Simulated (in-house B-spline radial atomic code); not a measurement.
The numbers below are computed, except where a source is named.
## Extrapolating the RPA correlation energy in partial waves: Xe7+

All-electron RPA on Hartree-Fock orbitals from an all-electron radial atomic-structure program (B-spline basis), scalar-relativistic (spin-free one-electron X2C), finite nucleus, configuration [Kr] 4d10 5s1, highest spin. With empty states up to angular momentum L the sums are:

```tsv
L	E_c(L) (hartree)
4	-2.966983
5	-3.229635
6	-3.360645
7	-3.431503
8	-3.470391
```

For large l each further wave adds A/(l + 1/2)⁴, because the basis must build the cusp where two electrons meet.

Estimate the limit from L = 7 and L = 8.

Wave 8 adds -0.038888, against a sum of (l + 1/2)⁻⁴ of 1.91569e-04, so A = -203. The sum over l > 8 is ζ(4, 9.5) = 4.5445e-04, close to 1/(3 × 9³) = 4.5725e-04. The tail is -0.092253 and the limit -3.56264 hartree.

How good is the estimate?

A run to L = 11 sums to -3.51748 and extrapolates to -3.54955 hartree, 2.33 millihartree from the run before, so it has not settled and is itself too deep. The estimate differs from that by -13.09 millihartree, while the bare sum at L = 8 misses 79.2 millihartree (2.2 %).
